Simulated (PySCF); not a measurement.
MOCl across group 13

Level: PBE0, basis family def2-TZVP, scalar-relativistic core potentials from Rb on and no relativity for lighter atoms.

Each entry is the lowest minimum that a search over a few typed start shapes (and spin states, where more than one is plausible) found, or that minimum re-optimised at the stated level; isomers with ligand–ligand bonds, or fragments after loss of a ligand pair, can lie lower. Open shells are unrestricted; no spin–orbit coupling; PySCF with density fitting.

```
molecule  2S+1  point group  mean bond to the central atom (Å)  polar-tensor charge of the central atom  gap (eV)  atomisation (kJ/mol)  highest ω (cm⁻¹)
   AlOCl     1          C∞v                              1.826                                     1.17      5.29                   907              1137
   GaOCl     1          C∞v                              1.862                                     1.05      5.70                   767               957
   TlOCl     ?            ?                                  ?                                        ?         ?                     ?                 ?
```

Fill in the row of TlOCl.

2S+1: 1; point group: C∞v; mean bond to the central atom (Å): 2.086; polar-tensor charge of the central atom: 1.04; gap (eV): 5.19; atomisation (kJ/mol): 549; highest ω (cm⁻¹): 756.

Spin–orbit coupling can matter for TlOCl.

Left out of the table are members whose search was unfinished or whose lowest solution was spin-contaminated, unstable, very soft or bonded differently.
